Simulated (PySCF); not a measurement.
# One molecule, several mistakes: BFH4OSi

Calculated results; nothing here was measured. The program is PySCF 2.14.0, an open-source quantum chemistry code, run on an isolated molecule that a program drew, which may never have been made. The molecule is BFH4OSi (charge 0, singlet), drawn as the SMILES string `O[SiH2]BF`.

Each row is a Hartree-Fock (HF) and frozen-core CCSD(T) single point in the cc-pV(D+d)Z basis, meant for a local HF minimum. Run 1 is clean. Each other run has one planted mistake out of seven kinds, and not every kind appears here: one electron removed, one electron added, multiplicity raised by two, geometry at a saddle point, minimal basis STO-3G, one bond length entered in bohr, all coordinates scaled. The reference is restricted for singlets and unrestricted otherwise, and also for a bond in bohr. Adding or removing an electron swaps singlet and doublet. Electrons count all cores. HOMO and LUMO are orbital energies over both spins, the gradient is its largest component, and the lowest frequency (negative if imaginary) is given only where the gradient is small. Bond lengths are over the 7 bonds as drawn. T1 is the CCSD diagnostic: over 0.02 (restricted) or 0.045 (unrestricted) a single reference is doubtful.

Geometry of the clean run:
```xyz
8
BFH4OSi, angstrom
O    -2.9375   -1.2419    0.5137
Si   -1.2956   -1.3236    0.7229
B    -0.3248    0.2333   -0.1877
F     0.9990    0.1636   -0.3329
H    -3.4103   -0.4908    0.8381
H    -0.9425   -1.3121    2.1669
H    -0.8774   -2.6147    0.1407
H    -0.8464    1.2365   -0.6008
```

```
run,electrons,basis functions,<S^2>,HOMO (eV),LUMO (eV),gradient (hartree/bohr),lowest frequency (cm^-1),mean bond (Å),longest bond (Å),T1,HF (hartree),CCSD(T) (hartree),mistake
1,40,85,0.000,-11.00,2.03,2.3e-05,43,1.4502,2.048,0.0143,-490.32952,-490.93137,no fault
2,40,85,2.010,-7.11,-1.37,3.6e-02,-,1.4502,2.048,0.0227,-490.18751,-490.78556,multiplicity raised by two
3,40,85,0.000,-10.87,2.40,8.9e-02,-,1.3646,1.927,0.0130,-490.29807,-490.89256,?
4,41,85,0.760,0.31,8.69,7.1e-02,-,1.4502,2.048,0.0127,-490.28477,-490.89784,?
```

**Which mistake was planted in run 3, and what did it cost?**

The mean and the longest bond both change by the same factor, 0.941, and the gradient is no longer small. So the mistake is: all coordinates scaled. Subtracting run 1 and multiplying by 627.51 kcal/mol a hartree, the energy moved by 19.7 kcal/mol in HF and 24.4 kcal/mol in CCSD(T).

**Which mistake was planted in run 4, and what did it cost?**

It counts 41 electrons, one more than the clean run, at the same geometry and basis. So the mistake is: one electron added. Subtracting run 1 and multiplying by 627.51 kcal/mol a hartree, the energy moved by 28.1 kcal/mol in HF and 21.0 kcal/mol in CCSD(T).

Cautions from the logs. Run 4: the HOMO is above zero, so the electron isn't bound and the energy depends on the basis.
